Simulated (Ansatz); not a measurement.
Correlation energies of `[AlH2][C@@H]1[SiH2][C@H]1[SiH3]` by basis set

Cartesian coordinates in Å:
```
Al -0.402 1.153 2.275
C -0.558 0.399 0.520
Si -0.022 -1.397 0.562
C 0.618 0.026 -0.414
Si 0.337 0.091 -2.244
H -1.715 1.555 3.069
H 1.043 1.260 2.927
H -1.523 0.504 0.023
H 0.771 -1.876 1.716
H -0.870 -2.420 -0.080
H 1.592 0.395 -0.092
H -0.947 -0.598 -2.551
H 0.233 1.494 -2.735
H 1.443 -0.584 -2.975
```

Total charge 0; spin multiplicity 1. Geometry: relaxed with PBE0-D4/def2-TZVP. Frozen core, restricted reference, Ansatz. CBS rows extrapolate triple and quadruple zeta; past MP2 they add the triple-zeta difference.

```json
{"basis": "def2-TZVPP", "HF (Eh)": "-900.76248", "MP2 corr.": "-0.67482", "CCSD corr.": "-0.73912", "(T)": "-0.03115", "CCSD(T) total": "-901.53275"}
{"basis": "def2-QZVPP", "HF (Eh)": "-900.79137", "MP2 corr.": "-0.71971", "CCSD corr.": "–", "(T)": "–", "CCSD(T) total": "–"}
{"basis": "CBS(def2)", "HF (Eh)": "-900.79535", "MP2 corr.": "-0.75297", "CCSD corr.": "-0.81727", "(T)": "as TZ", "CCSD(T) total": "-901.64377"}
```
